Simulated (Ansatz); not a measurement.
`CNB[SiH3]` + H–F → `FB[SiH3]` + CH₃NH₂ at 600 K and 1 bar (ligand exchange at a B–N bond).

Computed with Ansatz on PBE0-D4/def2-TZVP structures; ΔE is electronic, products minus reactants. CCSD(T)/CBS is the MP2 limit (def2-TZVPP, def2-QZVPP) plus CCSD(T) − MP2 in def2-TZVPP, frozen cores. This one scheme is used for every species. One conformer a species, not always the lowest.

```tsv
species	CCSD(T)/CBS energy (Eh)	H − E (kJ/mol)	S (J/(mol·K))
`CNB[SiH3]`	-411.45901	305.5	422.3
H–F	-100.39570	42.3	194.0
`FB[SiH3]`	-416.08982	146.0	360.6
CH₃NH₂	-95.75281	199.3	283.8
```

H − E and S are ideal-gas, rigid-rotor, harmonic terms from PBE0-D4/def2-TZVP, for one conformer and one mirror image of each species. 1 Eh = 2625.50 kJ/mol, R = 8.31446 J/(mol·K).

Question: By hand: ΔE, ΔH, ΔS and ΔG.

Answer: ΔE = (-416.08982) + (-95.75281) − (-411.45901) − (-100.39570) = 0.01208 Eh = 31.7 kJ/mol. Δ(H − E) = 146.0 + 199.3 − 305.5 − 42.3 = -2.5, so ΔH = 29.2 kJ/mol. ΔS = 360.6 + 283.8 − 422.3 − 194.0 = 28.1 J/(mol·K). ΔG = 29.2 − 600 × (28.1)/1000 = 12.3 kJ/mol.

Question: By hand: the equilibrium constant, and the temperature at which ΔG would vanish if ΔH and ΔS stayed fixed.

Answer: log₁₀ K = −ΔG/(RT ln 10) = -1.1. ΔG = 0 at ΔH/ΔS = 1039 K.

TΔS isn't small against ΔH here. A doubt of 5 kJ/mol in ΔE shifts log₁₀ K by 0.4 here. Other conformers and mirror images would add mixing entropy, several J/(mol·K) or more a flexible species. Modes under 60 cm⁻¹, often nearly free rotors, make the harmonic entropy too high. These are equilibria of isolated gas molecules and say nothing of rates. Largest T1 diagnostic: 0.014 (customary marks: 0.02 for closed shells, 0.045 for open ones).
